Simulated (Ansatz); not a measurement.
One change: `NC[SiH](N)F` becomes `N[SiH](F)Cl`.

Ansatz, PBE0-D4/def2-TZVP geometries, multiplicity 1. Each molecule was computed in one conformer, which needn't be the lowest.

| property | `NC[SiH](N)F` |
| --- | --- |
| HOMO–LUMO gap (PBE/def2-TZVPP) / eV | 5.38 |
| HOMO energy (ωB97M-V/def2-TZVPP) / eV | -9.43 |
| HOMO–LUMO gap (ωB97M-V/def2-TZVPP) / eV | 11.57 |
| ideal-gas entropy at 298 K and 1 bar (rigid rotor, harmonic PBE0-D4/def2-TZVP) / J/(mol·K) | 347 |
| HOMO energy (B3LYP/def2-TZVPP) / eV | -6.81 |
| size of the dipole moment (B3LYP/def2-TZVPP) / D | 1.38 |

**Question.** Give the same properties after the change, and the shifts. (An estimate is asked.)

**Answer.** The calculation gave: 
| property | `N[SiH](F)Cl` | shift |
| --- | --- | --- |
| HOMO–LUMO gap (PBE/def2-TZVPP) / eV | 6.65 | 1.27 |
| HOMO energy (ωB97M-V/def2-TZVPP) / eV | -10.73 | -1.30 |
| HOMO–LUMO gap (ωB97M-V/def2-TZVPP) / eV | 12.85 | 1.28 |
| ideal-gas entropy at 298 K and 1 bar (rigid rotor, harmonic PBE0-D4/def2-TZVP) / J/(mol·K) | 317 | -30 |
| HOMO energy (B3LYP/def2-TZVPP) / eV | -8.06 | -1.25 |
| size of the dipole moment (B3LYP/def2-TZVPP) / D | 2.45 | 1.07 |

The zero-point energy changes by -141.0 kJ/mol with -15 modes. Dipoles are sizes alone; their direction can turn.

B3LYP here is the variant with VWN-RPA as its local correlation; programs differ in this.
